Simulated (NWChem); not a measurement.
The numbers come from NWChem runs, not from measurements. System: H2ISi, charge 0, spin multiplicity 2, at a geometry optimised with UPBE0/def2-SVP with def2 effective core potentials on I. The structure started from a generated list of species. Its SCF solution wasn't tested for a lower state. Level: G0W0@UPBE0/def2-TZVPD with def2 effective core potentials on I, RI basis def2-tzvpd-rifit, no spin-orbit coupling.

Input file:

```
start mol
memory heap 200 mb stack 700 mb global 1700 mb
geometry units angstroms nocenter noautoz
  Si    -0.405039    -1.816884     0.000000
  I      0.100395     0.572037     0.000000
  H      0.174800    -2.440790    -1.229796
  H      0.174800    -2.440790     1.229796
  symmetry group Cs
end
basis spherical
  * library def2-tzvpd
end
ecp
  I library def2-ecp
end
basis "ri basis" bse spherical
  * library def2-tzvpd-rifit
end
dft
  xc pbe0
  odft
  mult 2
  iterations 100
  direct
  tolerances tight
end
task dft energy
gw
  states alpha occ 4 vir 2
  states beta occ 4 vir 2
end
task dft gw
```

Output (cleaned and shortened):

```
             Northwest Computational Chemistry Package (NWChem) 7.3.0
             --------------------------------------------------------

                                NWChem Input Module
                                -------------------

 Scaling coordinates for geometry "geometry" by  1.889725989
 (inverse scale =  0.529177249)

 Turning off AUTOSYM since
 SYMMETRY directive was detected!

                             Geometry "geometry" -> ""
                             -------------------------

 Output coordinates in angstroms (scale by  1.889725989 to convert to a.u.)

  No.       Tag          Charge          X              Y              Z
 ---- ---------------- ---------- -------------- -------------- --------------
    1 Si                  14.0000    -0.40503900    -1.81688400     0.00000000
    2 I                   53.0000     0.10039500     0.57203700     0.00000000
    3 H                    1.0000     0.17480000    -2.44079000    -1.22979600
    4 H                    1.0000     0.17480000    -2.44079000     1.22979600

 Effective nuclear repulsion energy (a.u.)     188.1556775514

            Nuclear Dipole moment (a.u.)
            ----------------------------
        X                 Y               Z
 ---------------- ---------------- ----------------
    -0.0000207870     0.0000094486     0.0000000000

      Symmetry information
      --------------------

 Group name             Cs
 Group number              2
 Group order               2
 No. of unique centers     3

      Symmetry unique atoms

     1    2    3


 Summary of "ao basis" -> "" (spherical)
 ------------------------------------------------------------------------------
       Tag                 Description            Shells   Functions and Types
 ---------------- ------------------------------  ------  ---------------------
 *                         def2-tzvpd                 on all atoms

 Summary of "ri basis" -> "" (spherical)
 ------------------------------------------------------------------------------
       Tag                 Description            Shells   Functions and Types
 ---------------- ------------------------------  ------  ---------------------
 *                      def2-tzvpd-rifit              on all atoms

                                 NWChem DFT Module
                                 -----------------

 Summary of "ao basis" -> "ao basis" (spherical)
 ------------------------------------------------------------------------------
       Tag                 Description            Shells   Functions and Types
 ---------------- ------------------------------  ------  ---------------------
 Si                        def2-tzvpd               15       43   6s5p3d1f
 I                         def2-tzvpd               19       59   7s6p4d2f
 H                         def2-tzvpd                5        9   3s2p

 Summary of "ao basis" -> "ao basis" (spherical)
 ------------------------------------------------------------------------------
       Tag                 Description            Shells   Functions and Types
 ---------------- ------------------------------  ------  ---------------------
 Si                        def2-tzvpd               15       43   6s5p3d1f
 I                         def2-tzvpd               19       59   7s6p4d2f
 H                         def2-tzvpd                5        9   3s2p

      Symmetry analysis of basis
      --------------------------

        a'         77
        a"         43
[...]
    beta     51     52     53     54     56     55     57     58     59     60
 overlap   0.989  0.981  0.997  0.972  0.995  0.998  0.858  0.856  0.982  0.967

   alpha     61     62     63     64     65     66     67     68     69     70
    beta     61     62     63     64     65     67     66     68     69     70
 overlap   0.986  0.992  0.998  0.999  0.998  0.997  0.999  0.997  0.993  1.000

   alpha     71     72     73     74     75     76     77     78     79     80
    beta     71     72     73     74     76     77     75     78     79     80
 overlap   0.992  0.998  0.991  0.952  0.857  0.813  0.807  0.872  0.978  0.988

   alpha     81     82     83     84     85     86     87     88     89     90
    beta     81     82     83     84     85     86     87     88     89     90
 overlap   0.986  0.970  0.994  0.976  0.988  0.990  0.999  0.984  0.993  0.997

   alpha     91     92     93     94     95     96     97     98     99    100
    beta     91     92     93     94     95     96     97     98     99    100
 overlap   0.994  0.995  0.996  0.999  0.999  0.999  0.998  0.998  1.000  1.000

   alpha    101    102    103    104    105    106    107    108    109    110
    beta    101    102    103    104    105    106    107    108    109    110
 overlap   1.000  1.000  1.000  1.000  1.000  1.000  1.000  1.000  1.000  1.000

   alpha    111    112    113    114    115    116    117    118    119    120
    beta    111    112    113    114    115    116    117    118    119    120
 overlap   1.000  1.000  1.000  1.000  1.000  1.000  1.000  1.000  1.000  1.000

     --------------------------
     Expectation value of S2:
     --------------------------
      <S2> =      0.7533 (Exact =     0.7500)

 center of mass
 --------------
 x =   0.02120772 y =   0.20284580 z =   0.00000000

 moments of inertia (a.u.)
 ------------------
         525.402653508280         -95.802150556139           0.000000000000
         -95.802150556139          31.993672638991           0.000000000000
           0.000000000000           0.000000000000         535.623793904579

     Multipole analysis of the density
     ---------------------------------

     L   x y z        total         alpha         beta         nuclear
     -   - - -        -----         -----         ----         -------
     0   0 0 0     -0.000000    -21.000000    -20.000000     41.000000

     1   1 0 0     -0.048866      3.356146      1.907142     -5.312154
     1   0 1 0     -0.344833     16.505987     13.416980    -30.267800
     1   0 0 1      0.000000      0.000000      0.000000      0.000000

     2   2 0 0    -31.293697    -23.437748    -17.176003      9.320054
     2   1 1 0      0.577273    -22.010593    -16.283760     38.871626
     2   1 0 1      0.000000      0.000000     -0.000000      0.000000
     2   0 2 0    -28.329465   -139.645191   -125.483386    236.799112
     2   0 1 1     -0.000000     -0.000000      0.000000      0.000000
     2   0 0 2    -31.135576    -21.830512    -20.106806     10.801742

 Task  times  cpu:       35.3s     wall:       35.3s

                                NWChem Input Module
                                -------------------

                                 NWChem GW Module
                                 ----------------

                             ***********************
                             ***        GW       ***
                             ***********************

 Summary of "ri basis" -> "ri basis" (spherical)
 ------------------------------------------------------------------------------
       Tag                 Description            Shells   Functions and Types
 ---------------- ------------------------------  ------  ---------------------
 Si                     def2-tzvpd-rifit            33      129   10s8p7d6f2g
 I                      def2-tzvpd-rifit            42      200   10s9p9d7f4g3h
 H                      def2-tzvpd-rifit            10       24   5s3p2d

                 Memory Information
                 ------------------
          Available GA per process is          1699.8 MBs
          Available stack per process is        700.0 MBs
          Available heap per process is           0.0 MBs

          Peak memory in Initialization
              Peak GA per process is                 16.7 MBs
              Peak stack per process is               0.2 MBs
              Peak heap per process is               17.1 MBs
              Memory not in MA per process            0.0 MBs

          Peak memory in AFF Calculation
              Peak GA per process is                154.0 MBs
              Peak stack per process is             126.9 MBs
              Peak heap per process is                0.1 MBs
              Memory not in MA per process          126.9 MBs

          Computing 2-center integrals
          Computing Inverse Cholesky factor
          Computing 3-center integrals
          Computing V_xc ...

          Computing Sigma_x
          Computing RPA polarizability
          Solving quasiparticle equations

                  Alpha Orbitals
          State     Energy (eV)     Error (eV)
          -----------------------------------
@GW        18        -11.674           0.004
@GW        19        -10.182           0.004
@GW        20         -9.709           0.004
@GW        21         -8.265           0.004
@GW        22          0.786           0.004
@GW        23          1.522           0.003

                   Beta Orbitals
          State     Energy (eV)     Error (eV)
          -----------------------------------
@GW        17        -12.484           0.005
@GW        18        -11.523           0.004
@GW        19         -9.839           0.004
@GW        20         -9.659           0.004
@GW        21         -1.294           0.004
@GW        22          0.983           0.004

   Applying  -1.8177 eV scissor-shift to rest of particle states

   Applying   1.8359 eV scissor-shift to rest of hole states

   Applying  -1.8438 eV scissor-shift to rest of particle states

   Applying   1.7276 eV scissor-shift to rest of hole states

     GW Timing Statistics
   ------------------------
   Init.   :          0.2s
     ERIs  :          2.0s
     Distr.:          0.1s
     Vxc   :          3.8s
   Sigma_x :          0.0s
   RPA     :         22.0s
   Wmn     :          0.2s
   Sigma_c :          0.2s
   GW total:         28.5s

 Task  times  cpu:       28.5s     wall:       28.5s

 Total times  cpu:       63.9s     wall:       63.9s
```
